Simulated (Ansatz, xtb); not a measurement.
## C5H4BF3S: which of two isomers lies lower

Structure I: `FC(F)(F)C1=CB(S)C=C1`, a singlet. Structure II: `FC(F)(F)B1C=CC=C1S`, a singlet. Both are isolated molecules in the gas phase, relaxed with PBE0-D3(BJ)/def2-SVP; the shapes shown needn't be the lowest conformers.

I (Å):

```yaml
atoms:
  - { symbol: C, position_ang: [-1.8231, -0.7816, -2.3922] }
  - { symbol: C, position_ang: [-0.4701, -0.4573, -1.8441] }
  - { symbol: C, position_ang: [0.3866, 0.4591, -2.3272] }
  - { symbol: C, position_ang: [1.2920, -0.7388, -0.3081] }
  - { symbol: C, position_ang: [0.0630, -1.1759, -0.6398] }
  - { symbol: B, position_ang: [1.6411, 0.3732, -1.3674] }
  - { symbol: F, position_ang: [-2.7717, -0.5775, -1.4698] }
  - { symbol: F, position_ang: [-2.1278, -0.0465, -3.4593] }
  - { symbol: F, position_ang: [-1.8959, -2.0701, -2.7482] }
  - { symbol: S, position_ang: [3.1528, 1.2996, -1.4135] }
  - { symbol: H, position_ang: [0.1770, 1.0815, -3.1977] }
  - { symbol: H, position_ang: [2.8741, 2.0614, -2.4948] }
  - { symbol: H, position_ang: [1.8654, -1.1250, 0.5355] }
  - { symbol: H, position_ang: [-0.5148, -1.9520, -0.1297] }
```

II (Å):

```yaml
atoms:
  - { symbol: C, position_ang: [-2.3601, 1.6372, -0.8634] }
  - { symbol: C, position_ang: [-1.0192, 1.1840, 1.5845] }
  - { symbol: C, position_ang: [-0.8057, 0.0284, 2.2667] }
  - { symbol: C, position_ang: [-1.4883, -1.1607, 1.6854] }
  - { symbol: C, position_ang: [-2.1851, -0.8086, 0.5807] }
  - { symbol: B, position_ang: [-1.9000, 0.7669, 0.3981] }
  - { symbol: F, position_ang: [-2.2909, 2.9567, -0.6760] }
  - { symbol: F, position_ang: [-1.5724, 1.3357, -1.9108] }
  - { symbol: F, position_ang: [-3.6315, 1.3659, -1.2359] }
  - { symbol: S, position_ang: [-3.0932, -1.8713, -0.4420] }
  - { symbol: H, position_ang: [-0.6001, 2.1494, 1.8650] }
  - { symbol: H, position_ang: [-0.1897, -0.0641, 3.1688] }
  - { symbol: H, position_ang: [-1.4090, -2.1596, 2.1205] }
  - { symbol: H, position_ang: [-3.6265, -0.9159, -1.2312] }
```

**Question.** Estimate which is lower in electronic energy at CCSD(T)/def2-SVP + ΔMP2/def2-TZVPP, and by roughly how much.

**Answer.** The CCSD(T)/def2-SVP + ΔMP2/def2-TZVPP calculation puts structure I lower, by 31.1 kcal/mol.

How the difference moves with the method:

| level | geometry | E(II) − E(I) (kcal/mol) | departure from the last row (kcal/mol) | job, with rough time for the two |
| --- | --- | --- | --- | --- |
| PBE0-D3(BJ)/def2-SVP | PBE0-D3(BJ)/def2-SVP | +31.2 | +0.1 | optimisation, 5.9 min |
| HF/def2-SVP | PBE0-D3(BJ)/def2-SVP | +33.4 | +2.4 | part of the CCSD(T) run |
| MP2/def2-SVP | PBE0-D3(BJ)/def2-SVP | +34.6 | +3.6 | part of the CCSD(T) run |
| CCSD(T)/def2-SVP | PBE0-D3(BJ)/def2-SVP | +34.4 | +3.3 | single point |
| CCSD(T)/def2-SVP + ΔMP2/def2-TZVPP | PBE0-D3(BJ)/def2-SVP | +31.1 |  | single point, 14 min |

As drawn, II has 1 C–B, 1 C–S in place of 1 C–C, 1 B–S.

The levels shown agree on the order. The largest departure from CCSD(T)/def2-SVP + ΔMP2/def2-TZVPP is that of MP2/def2-SVP, 3.6 kcal/mol. Levels run at GFN2-xTB geometries aren't shown. The last row adds to CCSD(T) the change of the MP2 difference between the two basis sets, here −3.3 kcal/mol, a large step that makes the value less sure.

With thermal terms from frequencies at re-optimised GFN2-xTB minima (ideal gas, soft modes damped towards free rotors, one conformer each, 298.15 K, 1 atm): on the last row, ΔE + ΔZPE = +30.0, ΔH = +30.4, ΔG = +29.7 kcal/mol.

The correlated steps freeze 14 core orbitals. Programs: Ansatz 0.2.0, xtb 6.7.1; the last row on 2 threads of Arm Neoverse N1 on a shared host.
